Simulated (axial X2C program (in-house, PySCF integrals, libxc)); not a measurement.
Potential curves of HfCl, 2c

All values were computed with an in-house all-electron X2C program for linear molecules (integrals from PySCF). Two-component (2c) means X2C with spin–orbit coupling and atomic mean-field two-electron Coulomb and Gaunt terms. Basis: Hf dyall-cv3z [13s14p9d7f4g], Cl dyall-av3z [9s8p3d2f] (cores contracted in-house); Gaussian nuclei, density fitting, unrestricted open shells. Masses: Hf 179.947 u, Cl 34.969 u.

State: Ω = 3/2 (⟨Sz⟩ = -0.46, ⟨Lz⟩ = 1.96 at LDA). Energies in kJ/mol from the lowest point of each curve. Fits are polynomials in 1 − R0/R over 0.85 to 1.23 times the lowest point R0.

```csv
R (Å),LDA,PBE0,HF,CCSD
2.0019,71.96,96.48,152.98,
2.0939,24.19,38.88,75.22,54.17
2.1629,6.45,14.81,38.52,24.04
2.2320,0.00,2.82,15.74,7.01
2.3010,2.00,0.00,3.76,0.00
2.3815,11.97,5.16,0.00,1.21
2.4621,27.66,16.78,4.33,9.72
2.5656,53.00,37.88,18.03,27.79
2.6922,88.05,68.99,42.54,
2.8763,140.82,117.99,85.43,
```

Correlated methods: 19 electrons correlated (number of frozen shells: Hf 4 s, 3 p, 2 d, 1 f; Cl 2 s, 1 p), 315 virtual spin orbitals or spinors in MP2, 110 natural virtuals in coupled cluster.

One determinant describes the state; a PBE0 search over occupations chose it and may have missed a lower one. Density functionals use the spin component along the axis (collinear). CCSD ran in a truncated set of natural virtual spinors with an MP2 remainder; without triples it tends to underbind. Other states lie close and PBE0, whose exact exchange favours high spin, may order them wrongly; the determinant shown need not be the ground state. The nearest other 2c determinant of the search, Ω = 5/2, lies 0.38 eV up at the distance of the search. The functionals have no current-density term, which raises determinants with orbital currents, atoms included. The determinant is spin-polarised beyond a pure state at some levels (its spin-free form has ⟨S²⟩ too high), which makes Re and μ there less reliable. Coupled cluster ran on the points near the minimum only. MP2 and coupled cluster on one determinant become unreliable at the stretched end.

(1) Fit the LDA curve near its minimum: give the equilibrium distance and the harmonic wavenumber.

(2) Fit the PBE0 curve near its minimum: give the equilibrium distance and the harmonic wavenumber.

(3) What are Re and ωe at the HF level?

(4) Fit the CCSD curve near its minimum: give the equilibrium distance and the harmonic wavenumber.

Results:

(1) At LDA, 2c: Re = 2.247 Å, ωe ≈ 397 cm⁻¹; Be follows as 0.114 cm⁻¹.

(2) At PBE0, 2c: Re = 2.292 Å, ωe ≈ 377 cm⁻¹; Be follows as 0.11 cm⁻¹.

(3) At HF, 2c: Re = 2.374 Å, ωe ≈ 350 cm⁻¹; Be follows as 0.102 cm⁻¹.

(4) At CCSD, 2c: Re = 2.329 Å, ωe ≈ 367 cm⁻¹; Be follows as 0.106 cm⁻¹.
